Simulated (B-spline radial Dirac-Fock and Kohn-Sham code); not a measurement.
# Core-hole lifetimes of In²⁺

System: the In²⁺ ion, [Kr] 4d10 5s1.

Model: independent-particle radiative and Coulomb Auger rates from relativistic LDA hole-state orbitals, with Dirac-Fock energies. Program: a radial finite-basis atomic code.

Partial widths are in eV. Coster-Kronig decay leaves a hole in the same principal shell; its rates are the weakest part of the model, often 1.5 to 2.5 times too large and more for N holes. Holes without an open Auger channel, or with an unreliable SCF state, are not listed.

```
      hole  radiative      Auger  Coster-Kronig  total  fluorescence yield  lifetime (fs)
    K (1s)       6.55       1.15              0   7.70               0.850         0.0855
   L1 (2s)     0.0988       1.31           1.43   2.84                   ?              ?
L2 (2p1/2)      0.163       1.98          0.419   2.56              0.0636          0.257
L3 (2p3/2)      0.155       2.19              0   2.35              0.0662          0.280
   M1 (3s)    0.00207      0.341           9.31   9.66            0.000215         0.0682
M2 (3p1/2)    0.00216      0.378           3.57   3.95            0.000547          0.167
M3 (3p3/2)    0.00206      0.393           4.20   4.60            0.000448          0.143
M4 (3d3/2)   0.000128      0.458              0  0.458            0.000279           1.44
M5 (3d5/2)   0.000112      0.466              0  0.466            0.000241           1.41
N2 (4p1/2)   0.000163          0           20.9   20.9            7.81e-06         0.0315
N3 (4p3/2)   0.000137  -3.55e-15           24.0   24.0            5.72e-06         0.0275
```

Problem. What are the fluorescence yield and the lifetime of the L1 (2s) hole?

Solution. The yield is the radiative width over the total, 0.0348, and the lifetime is ħ/Γ = 0.232 fs.

Values without a named source are computed, but for edge energies of neutral atoms, which are taken from tables.
